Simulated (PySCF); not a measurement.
A side-by-side comparison of computed properties.

First species: C2H11ClGe2Si.
Cartesian coordinates in Å at the PBE0-D3(BJ)/def2-SVP level; atoms count from 1:
```xyz
17
C2H11ClGe2Si angstrom
Cl    -1.967   -0.680    2.390
Si    -2.184    0.406    0.625
C     -1.460   -0.566   -0.790
Ge     0.242   -1.474   -0.393
C      1.405   -0.310    0.662
Ge     1.987    1.312   -0.262
H     -1.464    1.695    0.825
H     -3.641    0.673    0.451
H     -2.183   -1.329   -1.122
H     -1.306    0.127   -1.635
H     -0.052   -2.780    0.370
H      0.925   -1.821   -1.735
H      2.299   -0.879    0.964
H      0.871   -0.034    1.585
H      0.766    2.093   -0.789
H      2.877    0.939   -1.464
H      2.783    2.227    0.688
```

Second species: Ta(NH)Cl3 (singlet state).
SMILES: `[NH]=[Ta]([Cl])([Cl])[Cl]`

Levels: PBE0/def2-SVPD for HOMO energy, LUMO energy, HOMO–LUMO gap and static isotropic polarisability; TDDFT PBE0/def2-SVPD for lowest singlet excitation. Geometries: PBE0-D3(BJ)/def2-SVP. Each structure is a single optimised conformer of the isolated species (atoms past krypton carry core potentials, spin–orbit coupling is left out); the electronic structure was computed with PySCF and density fitting.

The conformers computed, where there is a choice (atom-mapped SMILES and torsion angles):
- `[Cl:1][SiH2:2][CH2:3][GeH2:4][CH2:5][GeH3:6]`: Cl1–Si2–C3–Ge4 -41°, Si2–C3–Ge4–C5 -41°, C3–Ge4–C5–Ge6 -65°

Values for the first species:

| Quantity | Value |
| --- | --- |
| HOMO energy | -8.43 eV |
| LUMO energy | -0.12 eV |
| HOMO–LUMO gap | 8.31 eV |
| Lowest singlet excitation | 7.20 eV |
| Static isotropic polarisability | 125.1 au |

Estimate the same properties for the second species, and the change in each.

```csv
property,first,second,second less first
HOMO energy,-8.43 eV,-8.78 eV,-0.35 eV
LUMO energy,-0.12 eV,-2.55 eV,-2.43 eV
HOMO–LUMO gap,8.31 eV,6.23 eV,-2.08 eV
lowest singlet excitation,7.20 eV,4.53 eV,-2.67 eV
static isotropic polarisability,125.1 au,89.0 au,-36.1 au
```

On the first: The polarisability is 18.54 Å³ as a volume (1 au = 0.148185 Å³), or 1.06 au for each of the 118 electrons. No computed singlet falls in the visible range (750 to 380 nm, 1.65 to 3.26 eV); S1 lies 3.94 eV above its blue end. The calculation is non-relativistic and has no spin–orbit coupling, an omission that weighs most on germanium.

On the second: The polarisability is 13.19 Å³ as a volume (1 au = 0.148185 Å³). The principal polarisabilities are 84.8, 90.8 and 91.5 au; their mean is the isotropic value. Atoms past krypton carry effective core potentials; spin–orbit coupling is left out.
